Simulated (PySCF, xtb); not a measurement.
FOS, SMILES F[S]=O, multiplicity 2.

Harmonic wavenumbers (cm⁻¹) from GFN2-xTB (xtb) at its own minimum, in rising order: 351, 641, 1211.

Question: What does PBE-D3(BJ)/def2-TZVP (PySCF) give at its own minimum? (An estimate is asked for; the answer gives what the named calculation found.)

Answer: 369, 711, 1181. Paired by order, the mean absolute difference is 39 cm⁻¹ and the zero-point energies are 3.1 and 3.2 kcal/mol.
